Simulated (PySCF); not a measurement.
Electron correlation in Cl+ (chlorine, charge +1)

[Ne] 3s2 3p4, high-spin 3P determinant. Computed with PySCF 2.14 in cc-pVTZ-DK, with scalar relativity by spin-free X2C-1e. Frozen: [Ne]; 6 electrons correlated.

MP2 pair energies summed by pair of shells (mhartree):

```tsv
pair	energy	share (%)
3p-3p	-57.48	46.5
3s-3p	-56.50	45.7
3s-3s	-9.62	7.8
```

Total MP2 correlation energy: -123.60 mhartree.

Same-spin part -28.52 and opposite-spin part -95.08 mhartree; SCS-MP2 scales them by 1/3 and 6/5 to -123.60 mhartree.

| level | correlation energy (mhartree) |
| --- | --- |
| CCSD | -147.76 |
| (T) | -4.19 |
| CCSD(T) | -151.95 |

Diagnostics: T1 = 0.0083, D1 = 0.0267, largest double amplitude 0.056.

Cost of the coupled-cluster step: 0.18 s of wall time on 1 thread of AMD EPYC 9R45 96-Core Processor (shared host), for 6 correlated electrons.
